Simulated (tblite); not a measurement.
C3H12NSi2 (doublet state).
Numbering: `[CH3:1][CH2:2][Si@:3]([CH3:4])([NH:5])[SiH3:6]` (hydrogens: H7, H8, H9 on C1; H10, H11 on C2; H12, H13, H14 on C4; H15 on N5; H16, H17, H18 on Si6)

Computed geometry: GFN2-xTB, gas phase. This method treats the open shell by occupation alone, without spin polarisation.

Problem. Give the optimised bond lengths and angles.

Solution. 
| bond | length (pm) | order |
| --- | --- | --- |
| C1–C2 | 152.1 | single |
| C2–Si3 | 192.1 | single |
| Si3–C4 | 190.1 | single |
| Si3–N5 | 164.2 | single |
| Si3–Si6 | 242.6 | single |
| C1–H7, C1–H8, C1–H9 | 109.0 | single |
| C2–H10 | 109.2 | single |
| C2–H11 | 109.2 | single |
| C4–H12, C4–H13, C4–H14 | 108.4 | single |
| N5–H15 | 100.8 | single |
| Si6–H16, Si6–H17, Si6–H18 | 146.0 | single |

Bonds in one row agree within 1 pm and their mean is given. Orders are formal, as drawn. A selection of angles:
| angle | degrees |
| --- | --- |
| C2–C1–H7 | 111.4 |
| C2–C1–H8 | 110.5 |
| H7–C1–H8 | 108.1 |
| C1–C2–Si3 | 111.8 |
| C1–C2–H10 | 109.2 |
| C1–C2–H11 | 108.9 |
| Si3–C2–H10 | 112.0 |
| Si3–C2–H11 | 108.2 |
| H10–C2–H11 | 106.6 |
| C2–Si3–C4 | 109.2 |
| C2–Si3–N5 | 127.2 |
| C2–Si3–Si6 | 101.6 |
| C4–Si3–N5 | 111.8 |
| C4–Si3–Si6 | 100.3 |
| N5–Si3–Si6 | 102.3 |
| Si3–C4–H12 | 109.4 |
| Si3–C4–H14 | 112.7 |
| H12–C4–H13 | 107.7 |
| Si3–N5–H15 | 123.5 |
| Si3–Si6–H16 | 107.7 |
| Si3–Si6–H17 | 108.8 |
| H16–Si6–H17 | 109.7 |
| H17–Si6–H18 | 111.3 |

Torsions: C1–C2–Si3–C4 -169° (antiperiplanar); H15–N5–Si3–C2 -22° (synperiplanar).

Si3 (silicon bonded to 2 C, N and Si) has angles from 100.3° to 127.2°. Of the pairs four or more bonds apart, Si6···H9 is among the closest relative to their van der Waals radii: 3.08 Å, 93 % of the sum of Bondi's values. Si6 (silicon bonded to Si and 3 H) is tetrahedral (angles from 107.7° to 111.3°).

Point group: C1 (no symmetry element, even within 0.4 Å). Its GFN2-xTB frequencies are all real (lowest 58 cm⁻¹). Torsions: C1–C2–Si3–C4 -169°, C2–Si3–N5–H -22°. 3 starts were optimised and ended at 0.00, 0.18 and 0.69 kcal/mol (GFN2-xTB); the lowest of these is shown.

Time: 1.3 s wall. Hardware: one thread of an Arm Neoverse V2, shared host with 96 logical CPUs at a one-minute load of 51. This is the geometry optimisation.

One conformer stands for the species.
